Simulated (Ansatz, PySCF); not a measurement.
This singlet lies 1.17 eV below the relaxed triplet at the level frozen-core CCSD(T)/cc-pVTZ // PBE0-D3(BJ)/def2-TZVP (Ansatz, a program for electronic structure).

Cartesian coordinates (Å):
```xyz
7

Si    -1.1352    -0.2233     0.2089
Si     0.8222     1.0820     0.6714
S      1.9607    -0.0268    -0.7231
H     -2.2190     0.6972    -0.2429
H     -1.5959    -0.8488     1.4827
H     -0.9696    -1.2962    -0.8122
H      3.1367     0.6159    -0.5709
```
Charge 0, spin multiplicity 1.

Problem. Estimate the HOMO, LUMO, dipole moment, total energy and HOMO–LUMO gap that PBE0-D3(BJ)/def2-TZVP (PySCF) returns for this input.

Solution. 
```yaml
HOMO: -6.52 eV
LUMO: -2.73 eV
dipole_moment: 1.00 D
total_energy: -979.2123 Ha
HOMO–LUMO gap: 3.79 eV
```
